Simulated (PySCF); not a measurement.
Method: B3LYP-D3(BJ)/def2-TZVP // TPSS-D3(BJ)/def2-SVP in PySCF 2.14.0. Gas-phase values, no solvent. B3LYP has the VWN-RPA correlation part, as in Gaussian. 

Reference species: [W(=O)(Cl)4] (neutral, multiplicity 1).

| Item | Result |
|---|---|
| HOMO–LUMO gap | 3.48 eV |
| mean distance from the central atom to its bonded neighbours | 2.193 Å |
| charge on the central atom (Mulliken) | 1.28 e |

After one change: the HOMO–LUMO gap increases by 3.47 eV; the mean distance from the central atom to its bonded neighbours rises by 0.147 Å; the charge on the central atom (Mulliken) decreases by 0.06 e.

Task: What was changed between the two runs? The new species is one of these.
(A) [Hf(Cl)4]
(B) [Ta(=O)(Cl)3]
(C) [Cr(=O)2(Cl)2]
(D) [V(=O)(Cl)3]

Result: A, [Hf(Cl)4]
